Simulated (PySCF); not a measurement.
Input for PySCF: R-M06-2X/def2-TZVPPD on CH8AlN (a complex).

```python
from pyscf import gto, dft

mol = gto.M(
    atom='''
    Al   -0.32761636    0.59589039    1.67060197
    H    -0.75494524   -0.86569892    1.18550596
    H     0.92990965    1.27227927    0.95262748
    H    -1.49152111    1.56324468    2.18414292
    C    -0.38378965   -0.55512101    4.42810936
    N     0.53366078    0.11412890    3.47663392
    H    -1.23014283    0.10311917    4.61247149
    H     0.10734470   -0.79405169    5.37215337
    H    -0.75344252   -1.46840119    3.96674293
    H     0.90000968    0.96987042    3.88515529
    H     1.33852584   -0.47800178    3.28960817
    ''',
    basis='def2-tzvppd',
    charge=0, spin=0, verbose=4, max_memory=1800)
mf = dft.RKS(mol, xc='m062x').density_fit(auxbasis='def2-universal-jkfit')
mf.grids.level = 4
mf.conv_tol = 1e-9
mf.max_cycle = 150
mf.kernel()
mf.dip_moment()
```

It printed:

```
PySCF version 2.14.0

[INPUT] verbose = 4
[INPUT] num. atoms = 11
[INPUT] num. electrons = 34
[INPUT] charge = 0
[INPUT] spin (= nelec alpha-beta = 2S) = 0
[INPUT] symmetry False subgroup None
[INPUT] Mole.unit = angstrom
[INPUT] Symbol           X                Y                Z      unit          X                Y                Z       unit  Magmom
[INPUT]  1 Al    -0.327616360000   0.595890390000   1.670601970000 AA   -0.619105194327   1.126069637360   3.156980186459 Bohr   0.0
[INPUT]  2 H     -0.754945240000  -0.865698920000   1.185505960000 AA   -1.426639742644  -1.635933865132   2.240281583440 Bohr   0.0
[INPUT]  3 H      0.929909650000   1.272279270000   0.952627480000 AA    1.757274559090   2.404259374262   1.800205035935 Bohr   0.0
[INPUT]  4 H     -1.491521110000   1.563244680000   2.184142920000 AA   -2.818566406907   2.954104310883   4.127431935708 Bohr   0.0
[INPUT]  5 C     -0.383789650000  -0.555121010000   4.428109360000 AA   -0.725257327943  -1.049026674892   8.367913940023 Bohr   0.0
[INPUT]  6 N      0.533660780000   0.114128900000   3.476633920000 AA    1.008472717622   0.215672363898   6.569885944173 Bohr   0.0
[INPUT]  7 H     -1.230142830000   0.103119170000   4.612471490000 AA   -2.324633042797   0.194866989492   8.716307873465 Bohr   0.0
[INPUT]  8 H      0.107344700000  -0.794051690000   5.372153370000 AA    0.202852083924  -1.500540222848  10.151898568459 Bohr   0.0
[INPUT]  9 H     -0.753442520000  -1.468401190000   3.966742930000 AA   -1.423800013402  -2.774876090085   7.496057744255 Bohr   0.0
[INPUT] 10 H      0.900009680000   0.969870420000   3.885155290000 AA    1.700771804657   1.832789470117   7.341879449505 Bohr   0.0
[INPUT] 11 H      1.338525840000  -0.478001780000   3.289608170000 AA    2.529447248253  -0.903292451255   6.216458498432 Bohr   0.0

nuclear repulsion = 112.972249961568
number of shells = 98
number of NR pGTOs = 325
number of NR cGTOs = 258
basis = def2-tzvppd
ecp = {}


******** <class 'pyscf.df.df_jk.DFRKS'> ********
method = DFRKS
initial guess = minao
damping factor = 0
level_shift factor = 0
DIIS = <class 'pyscf.scf.diis.CDIIS'>
diis_start_cycle = 1
diis_space = 8
diis_damp = 0
SCF conv_tol = 1e-09
SCF conv_tol_grad = None
SCF max_cycles = 150
direct_scf = False
XC library pyscf.dft.libxc version 7.1.2
    S. Lehtola, C. Steigemann, M. J. T. Oliveira, and M. A. L. Marques,  SoftwareX 7, 1–5 (2018)
XC functionals = m062x
    Y. Zhao and D. G. Truhlar,  Theor. Chem. Acc. 120, 215 (2008)
    Y. Zhao and D. G. Truhlar,  Theor. Chem. Acc. 120, 215 (2008)
radial grids:
    Treutler-Ahlrichs [JCP 102, 346 (1995); DOI:10.1063/1.469408] (M4) radial grids

becke partition: Becke, JCP 88, 2547 (1988); DOI:10.1063/1.454033
pruning grids: <function nwchem_prune>
grids dens level: 4
symmetrized grids: False
atomic radii adjust function: <function treutler_atomic_radii_adjust>
small_rho_cutoff = 0
Set gradient conv threshold to 3.16228e-05
Initial guess from minao.
tot grids = 210840
******** <class 'pyscf.df.df.DF'> ********
auxbasis = def2-universal-jkfit
init E= -339.982418382639
  HOMO = -0.328733394350133  LUMO = -0.022781041628802  gap/eV = 8.32539
cycle= 1 E= -340.052026275309  delta_E= -0.0696  |g|= 0.236  |ddm|= 2.36
  HOMO = -0.289545546500001  LUMO = -0.0173814266049419  gap/eV = 7.40596
cycle= 2 E= -340.070435908262  delta_E= -0.0184  |g|= 0.0727  |ddm|= 0.587
  HOMO = -0.314735659245717  LUMO = -0.00906658777201071  gap/eV = 8.31768
cycle= 3 E= -340.071787580544  delta_E= -0.00135  |g|= 0.0219  |ddm|=  0.1
  HOMO = -0.314770986710383  LUMO = -0.00900229120505034  gap/eV = 8.32039
cycle= 4 E= -340.071897680878  delta_E= -0.00011  |g|= 0.00753  |ddm|= 0.0304
  HOMO = -0.314426862815933  LUMO = -0.00898686393457084  gap/eV = 8.31145
cycle= 5 E= -340.071907259631  delta_E= -9.58e-06  |g|= 0.00277  |ddm|= 0.00653
  HOMO = -0.314335924545052  LUMO = -0.00903940610973621  gap/eV = 8.30754
cycle= 6 E= -340.071908780219  delta_E= -1.52e-06  |g|= 0.000675  |ddm|= 0.0021
  HOMO = -0.314321070171681  LUMO = -0.00901849971495057  gap/eV = 8.30771
cycle= 7 E= -340.071908867653  delta_E= -8.74e-08  |g|= 0.0002  |ddm|= 0.000755
  HOMO = -0.314327084144881  LUMO = -0.00902230256057817  gap/eV = 8.30777
cycle= 8 E= -340.071908876503  delta_E= -8.85e-09  |g|= 4.63e-05  |ddm|= 0.000212
  HOMO = -0.314331243863237  LUMO = -0.00902053901942309  gap/eV = 8.30793
cycle= 9 E= -340.071908877015  delta_E= -5.12e-10  |g|= 5.93e-06  |ddm|= 6.17e-05
  HOMO = -0.314330210091342  LUMO = -0.00902068886447579  gap/eV = 8.30790
Extra cycle  E= -340.071908877026  delta_E= -1.09e-11  |g|= 3.47e-06  |ddm|= 1.31e-05
converged SCF energy = -340.071908877026
Dipole moment(X, Y, Z, Debye):  2.00461, -1.37695,  4.82646
```

Self-consistency was reached.

Cost: very roughly 70 core-seconds.
